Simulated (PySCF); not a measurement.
B3LYP has the VWN-RPA correlation part, as in Gaussian. Delta-SCF ions had no search for a lower state. Excitations are Tamm–Dancoff values on a coarser integration grid. The basis has no diffuse functions, so Rydberg states are missing or too high.

Cartesian coordinates (Å):
SMILES: [OH][InH2]
```xyz
5

O      1.3157    -0.4852     0.0380
In    -0.6369    -0.0228    -0.0254
H      1.8935     0.2833     0.0811
H     -0.9781     1.6622     0.0062
H     -1.5941    -1.4375    -0.0998
```
Charge 0, multiplicity 1.

### Question
What is the computed S1 oscillator strength, T1 excitation (TDA), total energy, S1–T1 gap (TDA), dipole moment, vertical ionisation energy (Delta-SCF), S1 excitation (TDA) and LUMO (B3LYP-D3(BJ)/def2-TZVP run with PySCF)?

### Answer

```json
{
  "S1 oscillator strength": "0.004",
  "T1 excitation (TDA)": "4.69 eV",
  "total_energy": "-267.2626 Ha",
  "S1–T1 gap (TDA)": "0.41 eV",
  "dipole_moment": "1.93 D",
  "vertical ionisation energy (Delta-SCF)": "10.48 eV",
  "S1 excitation (TDA)": "5.09 eV",
  "LUMO": "-1.79 eV"
}
```
